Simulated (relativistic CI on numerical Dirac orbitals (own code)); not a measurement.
**Calculated levels, Ba38+**

Method of calculation: Dirac-Coulomb-Breit CI, orbitals from a KLI potential per configuration, QED by a radiative potential, unscaled Slater integrals (own radial code, finite nucleus).

Configurations in the expansion (outside the closed core [Ne]): 3s²3p⁶, 3s²3p⁵3d, 3s3p⁶3d, 3s²3p⁵4s, 3s²3p⁵4p, 3s²3p⁵4d, 3p⁶3d4p, 3s3p⁶4s, 3p⁶3d², 3p⁵3d³, 3p⁵3d²4s, 3p⁵3d²4p, 3p⁵3d²4d, 3p⁶3d4s, 3p⁵3d4s², 3p⁵3d4s4p, 3p⁵3d4s4d. Double excitations out of closed p, d and f shells are left out; levels of such configurations are missing from the list, as are those of other unlisted configurations, and high levels can miss mixing partners.

```
No.  Configuration  Term  J   E (eV)    %  Next component (%)  Lifetime (s)
  1         3s²3p⁶    ¹S  0     0.00  100                                  
  2       3s²3p⁵3d   ³P°  0   164.30  100                                  
  3       3s²3p⁵3d   ³P°  1   170.46   79              21 ³D°      2.61e-09
  4       3s²3p⁵3d   ³F°  3   175.78   60              33 ¹F°      4.75e-01
  5       3s²3p⁵3d   ³D°  2   178.23   53              19 ³F°      4.09e-04
  6       3s²3p⁵3d   ³F°  4   191.14  100                          4.39e-05
  7       3s²3p⁵3d   ¹D°  2   194.62   47              43 ³P°      1.47e-05
  8       3s²3p⁵3d   ³D°  3   203.19   68              31 ¹F°      1.14e-05
  9       3s²3p⁵3d   ³D°  1   221.36   53              32 ¹P°      3.94e-12
 10       3s²3p⁵3d   ³F°  2   264.54   70              25 ¹D°      1.51e-07
 11       3s²3p⁵3d   ³D°  2   285.97   42              39 ³P°      1.53e-07
 12       3s²3p⁵3d   ³F°  3   289.39   39              36 ¹F°      1.32e-07
 13       3s²3p⁵3d   ¹P°  1   297.14   68              26 ³D°      7.66e-13
 14        3s3p⁶3d    ³D  1   409.07  100                          1.38e-12
 15        3s3p⁶3d    ³D  2   412.76   84               16 ¹D      1.37e-12
 16        3s3p⁶3d    ³D  3   429.55  100                          1.38e-12
 17        3s3p⁶3d    ¹D  2   440.39   84               16 ³D      1.44e-12
 18         3p⁶3d²    ³F  2   829.42   81               17 ¹D              
 19         3p⁶3d²    ³P  0   845.07   82               18 ¹S              
 20         3p⁶3d²    ³F  3   847.48  100                                  
 21         3p⁶3d²    ³P  2   855.82   48               38 ¹D              
 22         3p⁶3d²    ³F  4   856.32   55               44 ¹G              
 23         3p⁶3d²    ³P  1   858.64  100                                  
 24         3p⁶3d²    ¹G  4   872.99   55               44 ³F              
 25         3p⁶3d²    ³P  2   877.78   51               45 ¹D              
 26         3p⁶3d²    ¹S  0   897.28   82               18 ³P              
 27         3p⁵3d³   ⁵F°  2   992.21   31              21 ³D°              
 28         3p⁵3d³   ⁵D°  1   993.62   41              26 ⁵F°              
 29         3p⁵3d³   ⁵D°  0   996.88   79              20 ³P°              
 30         3p⁵3d³   ⁵F°  3   999.59   29              23 ⁵G°              
 31         3p⁵3d³   ⁵D°  3  1006.45   35              20 ⁵F°              
 32         3p⁵3d³   ⁵F°  4  1008.41   40              33 ⁵G°              
 33         3p⁵3d³   ⁵S°  2  1009.19   42              16 ⁵P°              
 34         3p⁵3d³   ³F°  2  1011.43   40              31 ⁵D°              
 35         3p⁵3d³   ⁵D°  1  1012.86   40              34 ³D°              
 36         3p⁵3d³   ⁵G°  5  1013.93   36              24 ⁵F°              
 37         3p⁵3d³   ³G°  3  1015.36   41              35 ³F°              
 38         3p⁵3d³   ³F°  4  1015.88   34              29 ⁵D°              
 39         3p⁵3d³   ³H°  6  1017.06   43              31 ⁵G°              
 40         3p⁵3d³   ³P°  0  1019.19   55              28 ¹S°              
 41         3p⁵3d³   ³G°  4  1020.47   35              17 ¹G°              
 42         3p⁵3d³   ⁵D°  3  1022.17   23              23 ³D°              
 43         3p⁵3d³   ³D°  2  1022.85   29              23 ¹D°              
 44         3p⁵3d³   ³S°  1  1023.53   36              28 ³P°              
 45         3p⁵3d³   ³G°  5  1026.31   38              19 ⁵G°
```

Energies count from the lowest computed level; ° marks odd parity; lifetimes are radiative, by E1, M1, E2, M2, E3 decay to levels of this space only; some are left blank where a channel outside the calculation adds to the decay or the decay crosses a small, uncertain gap.

The mean weight of the leading LS term, summed over parents, in these 45 levels is 59 %, and that of the leading jj configuration (from the same eigenvectors) 89 %, so jj coupling describes them better and the LS labels are nominal.

At this charge energies of transitions that change n are usually good to better than 1 %, and those within a shell (Δn = 0) to a few per cent.

LS names give the leading component of a level, which can be under half, so a name can repeat, a term be missing and a line seem to break the LS rules.
